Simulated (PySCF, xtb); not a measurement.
CH₄ClNOSi₂, SMILES Cl[Si@H]1OC=N[SiH2]1.

Harmonic wavenumbers (cm⁻¹) from GFN2-xTB run with xtb at its own minimum, in rising order: 92, 124, 215, 336, 362, 406, 441, 539, 553, 576, 630, 650, 683, 722, 757, 845, 895, 1138, 1292, 1662, 2276, 2281, 2289, 2983.

Task: What does PBE0-D3(BJ)/def2-SVP run with PySCF give at its own minimum? (The exact figures need the calculation; the answer reports its results.)

Result: 86, 129, 232, 353, 382, 414, 503, 574, 666, 704, 712, 727, 741, 810, 863, 932, 1007, 1172, 1378, 1719, 2249, 2264, 2284, 3145. Paired by order, the mean absolute difference is 59 cm⁻¹ and the zero-point energies are 32.5 and 34.4 kcal/mol.
